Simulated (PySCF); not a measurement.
Isomers of C2H8OSi2, one GFN2-xTB conformer each. Single-point energies are computed at PBE0/pcSseg-1 (PySCF, gas phase, no added dispersion term), electronic only.

| SMILES | GFN2-xTB relative energy (kJ/mol) |
| --- | --- |
| O=C([SiH3])C[SiH3] | 310.2 |
| [SiH3]O[C@H]1C[SiH2]1 | 251.5 |
| C1C[SiH2]O[SiH2]1 | 0.0 |
| CC(=O)[SiH2][SiH3] | 346.2 |

Conformers: `[O:1]=[C:2]([SiH3:3])[CH2:4][SiH3:5]` with O1–C2–C4–Si5 82°; `[SiH3:1][O:2][C@H:3]1[CH2:4][SiH2:5]1` with Si1–O2–C3–C4 -171°; `[CH2:1]1[CH2:2][SiH2:3][O:4][SiH2:5]1` with Si5–C1–C2–Si3 29°, C1–C2–Si3–O4 -23°, C2–Si3–O4–Si5 6°, Si3–O4–Si5–C1 9°; `[CH3:1][C:2](=[O:3])[SiH2:4][SiH3:5]` with C1–C2–Si4–Si5 -105°.

Q: What does PBE0/pcSseg-1 give for the same structures?

A: 
```csv
SMILES,PBE0/pcSseg-1 E (Eh),PBE0/pcSseg-1 (kJ/mol),GFN2-xTB (kJ/mol),point group
C1C[SiH2]O[SiH2]1,-734.84675,0.0,0.0,C2
CC(=O)[SiH2][SiH3],-734.74747,260.6,346.2,C1
O=C([SiH3])C[SiH3],-734.74085,278.0,310.2,C1
[SiH3]O[C@H]1C[SiH2]1,-734.73022,306.0,251.5,C1
```

Both levels put the same isomer lowest; measured from each level's own lowest isomer, the values differ by up to 85.6 kJ/mol (CC(=O)[SiH2][SiH3]: 346.2 against 260.6). As drawn, the highest has a three-membered ring, which the lowest lacks.

Q: Which frontier levels, dipoles and rotational constants go with these structures?

A: 
| SMILES | HOMO (eV, PBE0/pcSseg-1) | LUMO (eV) | dipole (D) | A, B, C (MHz) |
| --- | --- | --- | --- | --- |
| C1C[SiH2]O[SiH2]1 | -8.17 | 0.44 | 1.81 | 4827, 3170, 2085 |
| CC(=O)[SiH2][SiH3] | -6.85 | -1.19 | 2.43 | 4993, 1564, 1495 |
| O=C([SiH3])C[SiH3] | -6.84 | -1.19 | 2.48 | 4892, 1695, 1444 |
| [SiH3]O[C@H]1C[SiH2]1 | -6.52 | 0.20 | 0.97 | 7711, 1597, 1424 |
